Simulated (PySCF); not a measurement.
Cs (SMILES [Cs]), doublet (core potentials on Cs); B3LYP/def2-TZVP in PySCF.

Input for PySCF:
```python
from pyscf import gto, scf, dft

mol = gto.Mole()
mol.atom = '''
    Cs    0.000000    0.000000    0.000000
'''
mol.basis = 'def2-tzvp'
mol.ecp = {'Cs': 'def2-tzvp'}
mol.charge = 0
mol.spin = 1
mol.verbose = 4
mol.build()

mf = dft.UKS(mol)
mf.xc = 'b3lyp'
mf.kernel()
```

It wrote (shortened):

```
PySCF version 2.14.0

[INPUT] verbose = 4
[INPUT] num. atoms = 1
[INPUT] num. electrons = 9
[INPUT] charge = 0
[INPUT] spin (= nelec alpha-beta = 2S) = 1
[INPUT] symmetry False subgroup None
[INPUT] Mole.unit = angstrom
[INPUT] Symbol           X                Y                Z      unit          X                Y                Z       unit  Magmom
[INPUT]  1 Cs     0.000000000000   0.000000000000   0.000000000000 AA    0.000000000000   0.000000000000   0.000000000000 Bohr   0.0

nuclear repulsion = 0
number of shells = 11
number of NR pGTOs = 40
number of NR cGTOs = 29
basis = def2-tzvp
ecp = {'Cs': 'def2-tzvp'}

******** <class 'pyscf.dft.uks.UKS'> ********
method = UKS
initial guess = minao
damping factor = 0
level_shift factor = 0
DIIS = <class 'pyscf.scf.diis.CDIIS'>
diis_start_cycle = 1
diis_space = 8
diis_damp = 0
SCF conv_tol = 1e-09
SCF conv_tol_grad = None
SCF max_cycles = 50
direct_scf = True
direct_scf_tol = 1e-13
number electrons alpha = 5  beta = 4
XC library pyscf.dft.libxc version 7.1.2
    S. Lehtola, C. Steigemann, M. J. T. Oliveira, and M. A. L. Marques,  SoftwareX 7, 1–5 (2018)
XC functionals = b3lyp
    P. J. Stephens, F. J. Devlin, C. F. Chabalowski, and M. J. Frisch,  J. Phys. Chem. 98, 11623 (1994)
radial grids:
    Treutler-Ahlrichs [JCP 102, 346 (1995); DOI:10.1063/1.469408] (M4) radial grids

becke partition: Becke, JCP 88, 2547 (1988); DOI:10.1063/1.454033
pruning grids: <function nwchem_prune>
grids dens level: 3
symmetrized grids: False
atomic radii adjust function: <function treutler_atomic_radii_adjust>
small_rho_cutoff = 0
Set gradient conv threshold to 3.16228e-05
tot grids = 23712
init E= -16.8638593104136

cycle= 1 E= -20.1254819306454  delta_E= -3.26  |g|= 0.15  |ddm|= 2.17
cycle= 2 E= -20.1467182602401  delta_E= -0.0212  |g|= 0.0569  |ddm|=  1.4
cycle= 3 E= -20.1495744998316  delta_E= -0.00286  |g|= 0.00105  |ddm|= 0.205
cycle= 4 E= -20.1495823310096  delta_E= -7.83e-06  |g|= 0.00025  |ddm|= 0.0449
cycle= 5 E= -20.1495826277088  delta_E= -2.97e-07  |g|= 1.39e-05  |ddm|= 0.00989
cycle= 6 E= -20.1495826287868  delta_E= -1.08e-09  |g|= 7.85e-07  |ddm|= 0.000657
cycle= 7 E= -20.1495826287881  delta_E= -1.25e-12  |g|= 3.62e-08  |ddm|= 1.9e-05
Extra cycle  E= -20.1495826287881  delta_E= 7.11e-15  |g|= 6.02e-09  |ddm|= 1.12e-06
converged SCF energy = -20.1495826287881  <S^2> = 0.75005598  2S+1 = 2.000056
```
